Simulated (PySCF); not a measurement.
Al(Cl)(OMe)(SeH) (CH4AlClOSe), SMILES C[O][Al]([Cl])[SeH].

Coordinates come from a ωB97X-D3(BJ)/def2-SVP optimisation. The structure was generated by enumeration; whether it is a known compound was not checked. One conformer was computed; it need not be the lowest.

Computed with CAM-B3LYP/def2-TZVP run with PySCF.

```yaml
total_energy: -3220.25154 hartree
point_group: Cs
highest_occupied_level: -8.78 eV
lowest_empty_level: 0.23 eV
orbital_gap: 9.01 eV
dipole_moment: 0.85 D
quadrupole, principal values (traceless, Buckingham form, about the centre of nuclear charge): -8.67, 0.77, 7.90 D·Å
mean_static_polarisability: 76.1 bohr³ (11.28 Å³)
polarisability_principal_values: 59.8, 76.5, 92.0 bohr³
```
